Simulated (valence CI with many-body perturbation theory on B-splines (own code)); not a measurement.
**S XII: electric-dipole lines**

Level of theory: relativistic CI+MBPT: three valence electrons over a frozen Dirac-Fock core [He], a basis of 11 s, 11 p, 10 d, 8 f, 5 g, 2 h functions for each j, with the one-electron correlation potential Σ1 (screened to all orders), the two-electron term Σ2, the three-electron term Σ3, Breit, model QED; selected single and double excitations, second order for the rest, scaled by the run's own slope (own B-spline code, finite nucleus).

No measured spectrum was set against this ion. As an estimate, levels of excited configurations hold to 0.05 to 0.15 % of their energy, terms of the ground configuration to about 0.5 %.

Lines 151 to 200 of 535 in falling wavelength, among levels below 482.22 eV, chosen from the strongest by gf and those to the six lowest levels. Wavelengths and rates use the calculated energies, so an error of 300 cm⁻¹ moves a line at 28.83 nm by 0.086 % and its rate by three times that or more. Electric multipoles are in the length gauge, E1 and E2 with the static RPA response of the core. Weak lines are less certain than strong ones. Lines between different terms over intervals too small for the method are left out, as are lines whose strength nearly cancels. Where a level lies close to another of its J and parity, the split of strength between their lines is uncertain. The highest levels of a list are the least certain.

Names give the largest LS component (configuration and term), which can be under half, so a name can repeat, a term be missing and a line seem to break the LS rules; names also repeat where a configuration has a term twice. Letters in brackets count levels of one name in rising energy.

```tsv
λ vac (nm)	Upper	Lower	A (s⁻¹)	S (a.u.) with core polarisation	S without
28.83	2s2p² ²D_3/2	2s²2p ²P°_1/2	2.56e+09	1.21e-01	1.22e-01
28.82	2p²3s ²P_1/2	2s2p3s ²P°_1/2 [a]	7.05e+09	1.67e-01	1.67e-01
28.60	2p²3d ⁴P_5/2	2s2p3d ⁴D°_5/2	2.05e+09	1.42e-01	1.43e-01
28.48	2p²3s ⁴P_3/2	2s2p3s ⁴P°_1/2	3.05e+09	1.39e-01	1.40e-01
28.42	2p²3d ²D_5/2 [c]	2s2p3d ²F°_7/2 [b]	6.61e+09	4.49e-01	4.52e-01
28.34	2p²3d ²D_3/2 [c]	2s2p3d ²F°_5/2 [b]	7.05e+09	3.17e-01	3.18e-01
28.33	2p²3p ²P°_3/2 [c]	2s2p3p ²P_3/2 [b]	3.47e+09	1.56e-01	1.57e-01
28.26	2p²3s ⁴P_5/2	2s2p3s ⁴P°_3/2	2.24e+09	1.50e-01	1.50e-01
28.21	2p²3p ²P°_3/2 [c]	2s2p3p ²D_5/2 [b]	7.66e+09	3.40e-01	3.42e-01
28.20	2p²3p ²P°_1/2 [c]	2s2p3p ²D_3/2 [b]	9.42e+09	2.08e-01	2.10e-01
28.06	2s²5s ²S_1/2	2s²4p ²P°_3/2	2.02e+10	4.40e-01	4.40e-01
27.94	2s²5s ²S_1/2	2s²4p ²P°_1/2	1.01e+10	2.17e-01	2.17e-01
26.32	2s2p3d ²F°_7/2 [b]	2s²3d ²D_5/2	3.24e+09	2.33e-01	2.35e-01
26.22	2s2p3d ²F°_5/2 [b]	2s²3d ²D_3/2	3.06e+09	1.64e-01	1.65e-01
25.58	2s2p4s ²P°_1/2 [b]	2s²4s ²S_1/2	1.07e+10	1.77e-01	1.78e-01
25.56	2s2p4s ²P°_3/2 [b]	2s²4s ²S_1/2	1.05e+10	3.46e-01	3.48e-01
25.46	2s2p3d ²D°_3/2 [b]	2s²3d ²D_3/2	7.90e+09	2.57e-01	2.59e-01
25.43	2s2p3d ²D°_5/2 [b]	2s²3d ²D_5/2	8.27e+09	4.03e-01	4.05e-01
25.41	2s2p3p ²D_5/2 [b]	2s²3p ²P°_3/2	6.07e+09	2.95e-01	2.97e-01
25.32	2s2p3p ²P_3/2 [b]	2s²3p ²P°_3/2	8.39e+09	2.69e-01	2.70e-01
25.29	2s2p3p ²D_3/2 [b]	2s²3p ²P°_1/2	6.62e+09	2.11e-01	2.13e-01
25.15	2s2p3d ²D°_3/2 [a]	2s²3s ²S_1/2	3.94e+09	1.24e-01	1.24e-01
25.12	2s2p3s ²P°_1/2 [b]	2s²3s ²S_1/2	8.77e+09	1.37e-01	1.38e-01
25.05	2s2p3s ²P°_3/2 [b]	2s²3s ²S_1/2	4.66e+09	1.45e-01	1.45e-01
24.71	2p³ ⁴S°_3/2	2s2p² ⁴P_5/2	9.27e+09	2.76e-01	2.78e-01
24.48	2s2p3d ²P°_1/2 [b]	2s²3d ²D_3/2	1.13e+10	1.63e-01	1.64e-01
24.48	2s2p3d ²P°_3/2 [b]	2s²3d ²D_5/2	1.01e+10	2.93e-01	2.95e-01
24.30	2p³ ⁴S°_3/2	2s2p² ⁴P_3/2	6.51e+09	1.84e-01	1.85e-01
24.02	2p³ ⁴S°_3/2	2s2p² ⁴P_1/2	3.38e+09	9.26e-02	9.31e-02
23.43	2s2p² ²S_1/2	2s²2p ²P°_3/2	3.35e+09	4.25e-02	4.28e-02
23.39	2p³ ²P°_1/2	2s2p² ²D_3/2	9.50e+09	1.20e-01	1.21e-01
23.31	2p³ ²P°_3/2	2s2p² ²D_5/2	7.34e+09	1.84e-01	1.85e-01
23.30	2p³ ²P°_3/2	2s2p² ²D_3/2	1.25e+09	3.13e-02	3.15e-02
22.73	2s2p² ²S_1/2	2s²2p ²P°_1/2	8.48e+09	9.83e-02	9.89e-02
22.13	2s2p² ²P_1/2	2s²2p ²P°_3/2	1.09e+10	1.17e-01	1.18e-01
21.81	2s2p² ²P_3/2	2s²2p ²P°_3/2	1.77e+10	3.62e-01	3.64e-01
21.50	2s2p² ²P_1/2	2s²2p ²P°_1/2	9.00e+09	8.83e-02	8.88e-02
21.20	2s2p² ²P_3/2	2s²2p ²P°_1/2	3.35e+09	6.30e-02	6.34e-02
13.70	2s2p4p ²D_5/2	2s2p3d ²F°_7/2 [a]	1.07e+10	8.15e-02	8.15e-02
13.23	2s2p4f ⁴G_5/2 [b]	2s2p3d ²P°_3/2 [a]	4.29e+10	2.94e-01	2.94e-01
13.19	2s2p4f ⁴F_9/2	2s2p3d ²F°_7/2 [a]	1.59e+10	1.80e-01	1.80e-01
13.18	2s2p4f ²F_7/2	2s2p3d ²F°_7/2 [a]	7.19e+09	6.49e-02	6.50e-02
13.11	2s2p4f ⁴F_7/2 [a]	2s2p3d ²F°_5/2 [a]	2.55e+10	2.27e-01	2.27e-01
13.08	2s2p4f ⁴D_5/2	2s2p3d ²P°_3/2 [a]	3.80e+10	2.52e-01	2.52e-01
13.08	2s2p4f ²D_3/2	2s2p3d ²P°_1/2 [a]	1.79e+11	7.92e-01	7.93e-01
13.05	2s2p4f ²F_5/2	2s2p3d ²F°_5/2 [a]	1.39e+10	9.13e-02	9.14e-02
13.04	2s2p4f ²F_7/2	2s2p3d ²F°_5/2 [a]	4.13e+10	3.61e-01	3.61e-01
13.04	2s2p4f ²D_5/2	2s2p3d ²P°_3/2 [a]	1.41e+11	9.23e-01	9.24e-01
13.03	2s2p4f ⁴G_9/2	2s2p3d ²F°_7/2 [a]	6.35e+09	6.93e-02	6.93e-02
13.02	2s2p4f ⁴F_7/2 [b]	2s2p3d ²F°_7/2 [a]	1.08e+10	9.42e-02	9.42e-02
```
